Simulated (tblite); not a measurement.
C₅H₄FO₂ (doublet state).
Bonds: C1–O2, O2–C3, C3–C4 (aromatic), C4–C5 (aromatic), C5–F6, C5–O7 (aromatic), O7–C8 (aromatic), C3–C8 (aromatic). Hydrogens: H9, H10, H11 on C1; H12 on C8.

A start from a force field or distance geometry was refined with tblite 0.8.0, GFN2-xTB geometry optimisation, gas phase. Values at the start:

```tsv
coordinate	start
C1–O2	1.418 Å
C1–H9	1.097 Å
O2–C3	1.371 Å
C3–C4	1.412 Å
C3–C8	1.378 Å
C4–C5	1.385 Å
C5–F6	1.340 Å
C5–O7	1.350 Å
O7–C8	1.355 Å
C8–H12	1.082 Å
C1–O2–C3	114.0°
O2–C3–C4	123.5°
O2–C3–C8	129.2°
C3–C4–C5	104.8°
C3–C8–O7	109.7°
C4–C3–C8	107.3°
C4–C5–F6	123.9°
F6–C5–O7	124.9°
```

Task: How do these coordinates change at the GFN2-xTB level?

Result: 
| coordinate | GFN2-xTB (Å or °) | change |
| --- | --- | --- |
| C4–C5 | 1.347 | -0.038 |
| O2–C3 | 1.341 | -0.030 |
| C5–F6 | 1.320 | -0.020 |
| O7–C8 | 1.368 | +0.013 |
| C8–H12 | 1.070 | -0.012 |
| C5–O7 | 1.340 | -0.010 |
| C1–O2 | 1.411 | -0.007 |
| C3–C8 | 1.371 | -0.007 |
| C3–C4 | 1.417 | +0.005 |
| C1–H9 | 1.094 | -0.003 |
| C4–C5–F6 | 131.9 | +8.0 |
| F6–C5–O7 | 117.0 | -7.9 |
| C4–C3–C8 | 104.5 | -2.8 |
| C3–C4–C5 | 107.4 | +2.6 |
| C1–O2–C3 | 115.8 | +1.8 |
| O2–C3–C4 | 125.0 | +1.5 |
| O2–C3–C8 | 130.4 | +1.2 |
| C3–C8–O7 | 110.9 | +1.2 |

The energy falls by 16.8 kJ/mol over 16 L-BFGS steps, the largest force on an atom goes from 2.01 to 0.009 eV/Å, and the atoms move by 0.042 Å rms after alignment. The bond that changes most is C4–C5 (ends: carbon bonded to 2 C; carbon bonded to C, F and O), which shortens by 0.038 Å. Bonds longer at the end by more than 0.005 Å: 1 of 12; shorter: 8. Rotational constants go from 7226, 1233, 1060 to 7719, 1228, 1066 MHz.

On one thread, Arm Neoverse V2 (aarch64), shared host with 96 logical CPUs at a one-minute load of 57, this took under 0.1 s of wall time.

Its GFN2-xTB frequencies are all real (lowest 83 cm⁻¹).

The values belong to the conformer `[CH3:1][O:2][c:3]1[c:4][c:5]([F:6])[o:7][cH:8]1`: C1–O2–C3–C4 180°.

The numbers are calculated, not measured.
